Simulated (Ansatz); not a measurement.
Start from `N[CH2][Ga]([NH2])[OH]` and change one atom or group to get `[NH2][Ga]([NH2])[OH]`.

Ansatz, PBE0-D4/def2-TZVP geometries, multiplicity 1. Each molecule was computed in one conformer, which needn't be the lowest.

Scalar relativity is left out up to krypton.

| property | `N[CH2][Ga]([NH2])[OH]` |
| --- | --- |
| ideal-gas entropy at 298 K and 1 bar (rigid rotor, harmonic PBE0-D4/def2-TZVP) / J/(mol·K) | 393 |
| HOMO energy (PBE/def2-TZVPP) / eV | -4.91 |
| HOMO energy (B3LYP/def2-TZVPP) / eV | -6.02 |
| LUMO energy (B3LYP/def2-TZVPP) / eV | -0.31 |
| HOMO–LUMO gap (ωB97M-V/def2-TZVPP) / eV | 10.08 |
| HOMO energy (PBE0/def2-TZVPP) / eV | -6.23 |

Task: Give the same properties after the change, and the shifts. (Estimate.)

Result: Ansatz gave: 
| property | `[NH2][Ga]([NH2])[OH]` | shift |
| --- | --- | --- |
| ideal-gas entropy at 298 K and 1 bar (rigid rotor, harmonic PBE0-D4/def2-TZVP) / J/(mol·K) | 343 | -50 |
| HOMO energy (PBE/def2-TZVPP) / eV | -5.62 | -0.71 |
| HOMO energy (B3LYP/def2-TZVPP) / eV | -6.83 | -0.81 |
| LUMO energy (B3LYP/def2-TZVPP) / eV | -0.49 | -0.18 |
| HOMO–LUMO gap (ωB97M-V/def2-TZVPP) / eV | 10.93 | 0.85 |
| HOMO energy (PBE0/def2-TZVPP) / eV | -7.08 | -0.85 |

With PBE0 the HOMO falls by 0.85 eV and the LUMO falls by 0.16 eV, so the gap widens by about 0.69 eV. PBE moves the HOMO by -0.71 eV and ωB97M-V by -0.96 eV. The zero-point energy changes by -75.5 kJ/mol with -9 modes. Modes under 60 cm⁻¹, often nearly free rotors, make the harmonic entropy too high.

B3LYP here is the variant with VWN-RPA as its local correlation; programs differ in this.
